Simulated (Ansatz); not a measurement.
Program: Ansatz 0.2.0.

A structure relaxed at PBE0-D4/def2-TZVP, charge 0, multiplicity 1:

Cartesian coordinates in Å:
```
C 0.620 -0.506 -1.445
C 0.039 0.097 -0.422
S -0.607 1.766 -0.174
Si -0.593 0.233 1.253
Cl 0.667 0.325 2.846
H 0.939 -1.538 -1.355
H 0.798 -0.005 -2.391
H -1.863 -0.371 1.688
```

Task: Give its formula and SMILES.

Result: C2H3ClSSi, `C=C1S[SiH]1Cl`.

Task: Summarise the bond lengths by kind.

Result: 1 × C–C 1.322 Å; 2 × C–H 1.084 to 1.085 Å; 1 × C–S 1.807 Å; 1 × C–Si 1.796 Å; 1 × S–Si 2.095 Å; 1 × Cl–Si 2.033 Å; 1 × H–Si 1.472 Å.
